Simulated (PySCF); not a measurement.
PySCF job for Si(H)3(vinyl) (C2H6Si), SMILES C=C[SiH3], TDA-B3LYP/def2-SVPD. Geometry: B3LYP-D3(BJ)/def2-TZVP.

```python
import numpy as np
from pyscf import gto, scf, dft, tdscf

mol = gto.M(
    atom='''
    Si    0.07747856    1.07892410    0.00000000
    C    -0.52742306   -0.68279400    0.00000000
    C     0.28133368   -1.74059066   -0.00000000
    H    -0.41607340    1.80362719    1.19682676
    H     1.55945638    1.08303705   -0.00000000
    H    -0.41607341    1.80362718   -1.19682676
    H    -1.60066687   -0.86200569    0.00000000
    H    -0.09597674   -2.75795063    0.00000000
    H     1.36117048   -1.63496456   -0.00000000
    ''',
    basis='def2-SVPD',
    charge=0,
    spin=0,
    symmetry=True,
    max_memory=1600,
    verbose=4,
)
mf = dft.RKS(mol, xc='b3lyp').density_fit(auxbasis='def2-universal-jkfit')
mf.grids.level = 3
mf.conv_tol = 1e-9
mf.max_cycle = 100
mf.kernel()
mf.grids = dft.Grids(mol).set(level=1).build(with_non0tab=True)  # coarser grid for the response kernel
td = tdscf.TDA(mf)
td.singlet = True
td.nstates = 10
td.conv_tol = 1e-4
td.kernel(x0=td.get_init_guess(mf, 15))
td.analyze()
tt = tdscf.TDA(mf)
tt.singlet = False
tt.nstates = 4
tt.conv_tol = 1e-4
tt.kernel(x0=tt.get_init_guess(mf, 9))
tt.analyze(verbose=3)
```

Output:

```
PySCF version 2.14.0

[INPUT] verbose = 4
[INPUT] num. atoms = 9
[INPUT] num. electrons = 32
[INPUT] charge = 0
[INPUT] spin (= nelec alpha-beta = 2S) = 0
[INPUT] symmetry True subgroup None
[INPUT] Mole.unit = angstrom
[INPUT] Symbol           X                Y                Z      unit          X                Y                Z       unit  Magmom
[INPUT]  1 Si     0.077478560000   1.078924100000   0.000000000000 AA    0.146413258926   2.038871058193   0.000000000000 Bohr   0.0
[INPUT]  2 C     -0.527423060000  -0.682794000000   0.000000000000 AA   -0.996685135180  -1.290293659496   0.000000000000 Bohr   0.0
[INPUT]  3 C      0.281333680000  -1.740590660000   0.000000000000 AA    0.531643604816  -3.289239642376   0.000000000000 Bohr   0.0
[INPUT]  4 H     -0.416073400000   1.803627190000   1.196826760000 AA   -0.786264773717   3.408361419919   2.261674794951 Bohr   0.0
[INPUT]  5 H      1.559456380000   1.083037050000   0.000000000000 AA    2.946945461406   2.046643407257   0.000000000000 Bohr   0.0
[INPUT]  6 H     -0.416073410000   1.803627180000  -1.196826760000 AA   -0.786264792614   3.408361401022  -2.261674794951 Bohr   0.0
[INPUT]  7 H     -1.600666870000  -0.862005690000   0.000000000000 AA   -3.024822000965  -1.628954671917   0.000000000000 Bohr   0.0
[INPUT]  8 H     -0.095976740000  -2.757950630000   0.000000000000 AA   -0.181369752929  -5.211771355772   0.000000000000 Bohr   0.0
[INPUT]  9 H      1.361170480000  -1.634964560000   0.000000000000 AA    2.572239416043  -3.089635241770   0.000000000000 Bohr   0.0

nuclear repulsion = 98.2392809537702
point group symmetry = Cs
symmetry origin: [-2.77555756e-17 -1.18107883e-09  0.00000000e+00]
symmetry axis x: [1.00000000e+00 1.21503539e-09 1.82291266e-09]
symmetry axis y: [ 1.21503539e-09 -1.00000000e+00 -2.25352767e-10]
symmetry axis z: [-1.82291266e-09 -2.25352751e-10  1.00000000e+00]
num. orbitals of irrep A' = 77
num. orbitals of irrep A" = 35
number of shells = 50
number of NR pGTOs = 162
number of NR cGTOs = 112
basis = def2-SVPD
ecp = {}


[settings echo left out]
init E= -369.115057945469
HOMO (A") = -0.324508298361245  LUMO (A") = -0.0975090764576612  gap/eV = 6.17696
cycle= 1 E= -369.136656172348  delta_E= -0.0216  |g|= 0.295  |ddm|= 3.64
HOMO (A") = -0.227026495285858  LUMO (A") = 0.0166294239658593  gap/eV = 6.63022
cycle= 2 E= -369.126661618959  delta_E= 0.00999  |g|= 0.347  |ddm|= 0.799
HOMO (A") = -0.287599456314601  LUMO (A") = -0.0277897925513777  gap/eV = 7.06978
cycle= 3 E= -369.160842116581  delta_E= -0.0342  |g|= 0.0349  |ddm|= 0.44
HOMO (A") = -0.286429411923626  LUMO (A") = -0.0261395881864095  gap/eV = 7.08285
cycle= 4 E= -369.160963567524  delta_E= -0.000121  |g|= 0.0299  |ddm|= 0.071
HOMO (A") = -0.285469070488962  LUMO (A") = -0.0251914283698085  gap/eV = 7.08252
cycle= 5 E= -369.161205884899  delta_E= -0.000242  |g|= 0.00298  |ddm|= 0.0338
HOMO (A") = -0.28579743021515  LUMO (A") = -0.0255680864469663  gap/eV = 7.08120
cycle= 6 E= -369.161209024247  delta_E= -3.14e-06  |g|= 0.000322  |ddm|= 0.00553
HOMO (A") = -0.285752823592345  LUMO (A") = -0.0255134341946519  gap/eV = 7.08147
cycle= 7 E= -369.161209061174  delta_E= -3.69e-08  |g|= 8.13e-05  |ddm|= 0.000883
HOMO (A") = -0.285751194943654  LUMO (A") = -0.025510687159791  gap/eV = 7.08150
cycle= 8 E= -369.1612090634  delta_E= -2.23e-09  |g|= 1.05e-05  |ddm|= 0.000181
HOMO (A") = -0.285750610963228  LUMO (A") = -0.0255104259468633  gap/eV = 7.08150
cycle= 9 E= -369.161209063438  delta_E= -3.83e-11  |g|= 1.17e-06  |ddm|= 3.6e-05
HOMO (A") = -0.285750805951579  LUMO (A") = -0.0255105706417011  gap/eV = 7.08150
Extra cycle  E= -369.161209063439  delta_E= -4.55e-13  |g|= 6.61e-07  |ddm|= 6.38e-06
converged SCF energy = -369.161209063439
tot grids = 31608


******** <class 'pyscf.tdscf.rks.TDA'> for <class 'pyscf.df.df_jk.DFSymAdaptedRKS'> ********
nstates = 10 singlet
deg_eia_thresh = 1.000e-03
wfnsym = None
conv_tol = 0.0001
eigh lindep = 1e-12
eigh level_shift = 0
eigh max_cycle = 100


Excitation energies (eV)
[6.77407326 7.15675704 7.46888851 7.70430817 7.77023209 7.82457051
 8.19629144 8.28958749 8.2931105  8.34073178]

** Singlet excitation energies and oscillator strengths **
Excited State   1:   A"      6.77407 eV    183.03 nm  f=0.0023
      15 -> 17       -0.69664
Excited State   2:   A"      7.15676 eV    173.24 nm  f=0.0088
      16 -> 18        0.69380
      16 -> 19       -0.10225
Excited State   3:   A'      7.46889 eV    166.00 nm  f=0.4807
      13 -> 17        0.28165
      16 -> 17       -0.62002
Excited State   4:   A"      7.70431 eV    160.93 nm  f=0.0028
      14 -> 17        0.68609
      16 -> 20       -0.14085
Excited State   5:   A"      7.77023 eV    159.56 nm  f=0.0017
      16 -> 19        0.62927
      16 -> 20       -0.29010
Excited State   6:   A"      7.82457 eV    158.45 nm  f=0.0108
      14 -> 17       -0.12962
      16 -> 19       -0.28759
      16 -> 20       -0.62033
Excited State   7:   A'      8.19629 eV    151.27 nm  f=0.0523
      13 -> 17        0.28893
      15 -> 18        0.34008
      16 -> 17        0.11498
      16 -> 21       -0.52997
Excited State   8:   A"      8.28959 eV    149.57 nm  f=0.0128
      16 -> 22       -0.66846
      16 -> 23        0.21091
Excited State   9:   A'      8.29311 eV    149.50 nm  f=0.0007
      15 -> 18        0.56392
      15 -> 19       -0.10478
      16 -> 21        0.40023
Excited State  10:   A"      8.34073 eV    148.65 nm  f=0.0100
      16 -> 22        0.21094
      16 -> 23        0.66417

** Transition electric dipole moments (AU) **
state          X           Y           Z        Dip. S.      Osc.
  1        -0.0000      0.0000      0.1165      0.0136      0.0023
  2         0.0000     -0.0000     -0.2241      0.0502      0.0088
  3        -0.4487      1.5575     -0.0000      2.6271      0.4807
  4        -0.0000     -0.0000     -0.1222      0.0149      0.0028
  5         0.0000      0.0000      0.0940      0.0088      0.0017
  6        -0.0000     -0.0000     -0.2375      0.0564      0.0108
  7         0.0501     -0.5080      0.0000      0.2606      0.0523
  8        -0.0000     -0.0000     -0.2508      0.0629      0.0128
  9        -0.0403      0.0446     -0.0000      0.0036      0.0007
 10        -0.0000     -0.0000      0.2213      0.0490      0.0100

** Transition velocity dipole moments (imaginary part, AU) **
state          X           Y           Z        Dip. S.      Osc.
  1         0.0000     -0.0000     -0.0184      0.0003      0.0009
  2        -0.0000      0.0000     -0.0765      0.0059      0.0149
  3         0.0013      0.2222     -0.0000      0.0494      0.1199
  4        -0.0000      0.0000     -0.0057      0.0000      0.0001
  5         0.0000      0.0000      0.0304      0.0009      0.0022
  6        -0.0000     -0.0000     -0.0859      0.0074      0.0171
  7        -0.0008     -0.0826      0.0000      0.0068      0.0151
  8        -0.0000     -0.0000     -0.0803      0.0065      0.0141
  9        -0.0165      0.0188      0.0000      0.0006      0.0014
 10        -0.0000     -0.0000      0.0709      0.0050      0.0109

** Transition magnetic dipole moments (imaginary part, AU) **
state          X           Y           Z
  1        -0.6766      0.6259     -0.0000
  2        -1.0805      0.2434      0.0000
  3        -0.0000      0.0000      0.6287
  4        -0.0244      0.0323     -0.0000
  5        -0.0326     -0.3897      0.0000
  6        -0.2797     -0.2787     -0.0000
  7        -0.0000     -0.0000      0.2110
  8         0.3357      0.0189     -0.0000
  9        -0.0000      0.0000     -0.8688
 10        -0.5973     -0.2398     -0.0000


******** <class 'pyscf.tdscf.rks.TDA'> for <class 'pyscf.df.df_jk.DFSymAdaptedRKS'> ********
nstates = 4 triplet
deg_eia_thresh = 1.000e-03
wfnsym = None
conv_tol = 0.0001
eigh lindep = 1e-12
eigh level_shift = 0
eigh max_cycle = 100


Excitation energies (eV)
[4.33060098 6.17551703 7.00874429 7.49913368]

** Triplet excitation energies and oscillator strengths **
Excited State   1:   A'      4.33060 eV    286.30 nm  f=0.0000
Excited State   2:   A"      6.17552 eV    200.77 nm  f=0.0000
Excited State   3:   A"      7.00874 eV    176.90 nm  f=0.0000
Excited State   4:   A"      7.49913 eV    165.33 nm  f=0.0000
```

Self-consistency was reached.

Cost: very roughly 50 core-seconds.
